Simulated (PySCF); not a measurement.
Gas-phase reaction: 4 SiHBr₃ + 3 Si₂H₆ = i-Si₄H₁₀ + 6 SiH₂Br₂

Method: PySCF energies plus ideal-gas RRHO corrections (1 bar). † marks an energy on the PBE0/def2-TZVP geometry and frequencies; other levels use their own. MP2 freezes the core. 6-31G* has spherical d functions here. All species are closed-shell singlets. B3LYP is the form with VWN-RPA correlation. Br: all electrons, no relativistic terms. MP2 isn't extrapolated to the basis-set limit.

```
level              ΔH°(298 K), kJ
-----------------  --------------
B3LYP/6-31G*                  -20
B3LYP/def2-TZVP†              [?]
HF/6-31G*                     -53
HF/def2-TZVP†                 -46
MP2/def2-TZVPP†               -13
PBE/def2-TZVP†                 -9
PBE0/def2-SVP†                [?]
PBE0/def2-TZVP                [?]
r2SCAN/def2-TZVP†             [?]
```

### Question
What belongs in the gaps?

### Answer

- B3LYP/def2-TZVP†, ΔH°(298 K), kJ: -21
- PBE0/def2-SVP†, ΔH°(298 K), kJ: -13
- PBE0/def2-TZVP, ΔH°(298 K), kJ: -17
- r2SCAN/def2-TZVP†, ΔH°(298 K), kJ: -13
